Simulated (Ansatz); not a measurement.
`CC[O][InH][CH3]` + `CNCO` → `CN(C)CO` + `C[O][InH][CH3]`  (substitution at a C–C bond)

Computed with Ansatz on PBE0-D4/def2-TZVP structures; ΔE is electronic, products minus reactants. CCSD(T)/CBS is the MP2 limit (def2-TZVPP, def2-QZVPP) plus CCSD(T) − MP2 in def2-TZVPP, frozen cores. DFT in def2-TZVPP. HSE06 is defined as in plane-wave codes. Elements past krypton have def2 core potentials. For In outer-core shells are correlated without core-valence functions, which leaves a few kJ/mol of doubt a bond. Each species was taken in one conformer, which may not be the lowest.

`CC[O][InH][CH3]`:

```xyz
14

C     0.896   -0.247   -1.715
C     0.587    1.029   -0.957
O     1.130    1.028    0.331
In    0.262    0.103    1.878
C    -1.644   -0.753    1.407
H     1.975   -0.415   -1.747
H     0.521   -0.199   -2.741
H     0.432   -1.111   -1.227
H     1.010    1.884   -1.503
H    -0.506    1.184   -0.947
H     1.256    0.228    3.260
H    -2.051   -0.281    0.513
H    -2.344   -0.630    2.234
H    -1.524   -1.821    1.214
```

`CNCO`:

Cartesian coordinates in Å:
```
C 1.059 0.688 -0.693
N 0.309 0.234 0.458
C -0.869 -0.523 0.123
O -1.432 -1.091 1.270
H 1.920 1.270 -0.362
H 0.479 1.306 -1.397
H 1.437 -0.176 -1.246
H 0.047 1.017 1.045
H -0.566 -1.285 -0.611
H -1.673 0.077 -0.331
H -0.710 -1.518 1.744
```

`CN(C)CO`:

```xyz
14

C    -0.678   -0.911    0.830
N     0.294   -0.034    0.215
C     0.233    1.301    0.760
C     0.203   -0.044   -1.222
O     0.607   -1.274   -1.754
H    -0.467   -1.010    1.897
H    -1.711   -0.537    0.717
H    -0.620   -1.899    0.372
H     0.403    1.265    1.838
H     1.012    1.924    0.314
H    -0.741    1.795    0.592
H     0.822    0.783   -1.596
H    -0.827    0.107   -1.586
H     1.471   -1.466   -1.375
```

`C[O][InH][CH3]`:

Cartesian coordinates in Å:
```
C 1.728 -0.438 0.679
O 1.305 0.871 0.450
In -0.498 1.352 -0.260
C -1.720 -0.366 -0.633
H 0.973 -1.202 0.434
H 2.622 -0.666 0.082
H 1.997 -0.578 1.735
H -0.635 3.048 -0.402
H -2.695 -0.081 -1.027
H -1.221 -1.018 -1.352
H -1.858 -0.923 0.295
```

```json
{"level": "HSE06-D4", "ΔE (kcal/mol)": "7.6"}
{"level": "HF/CBS(def2)", "ΔE (kcal/mol)": "8.1"}
```

**Question.** What does CCSD(T)/CBS give? (An estimate is asked.)

**Answer.** Ansatz gave: +7.8 kcal/mol. The listed levels differ from it by -0.2, 0.3 kcal/mol.

**Question.** What do rigid-rotor, harmonic-oscillator terms from PBE0-D4/def2-TZVP frequencies (298.15 K, 1 bar) make of the CCSD(T)/CBS value? (Estimate.)

**Answer.** The calculation gave: ΔZPE = -0.5 kcal/mol, ΔH = +7.3 kcal/mol, ΔS = -2 J/(mol·K), ΔG = +7.4 kcal/mol. Modes under 50 cm⁻¹ make the entropy rough.

Largest T1 diagnostic among the species: 0.015.

At CCSD(T), def2-SVP lies −1.2 kcal/mol from the extrapolated value and def2-TZVPP −0.5 kcal/mol. Leaving LDA and LC-ωPBE aside and taking each functional with its dispersion term where it has one, the values, not all of them listed here, spread over 0.8 kcal/mol, from revPBE-D4 to HSE06-D4. LDA lies −1.3 kcal/mol from PBE without D4. In def2-TZVPP, CCSD(T) changes the Hartree–Fock value by −0.8 kcal/mol (the triples alone add −0.2 kcal/mol) and MP2 by −1.0 kcal/mol.
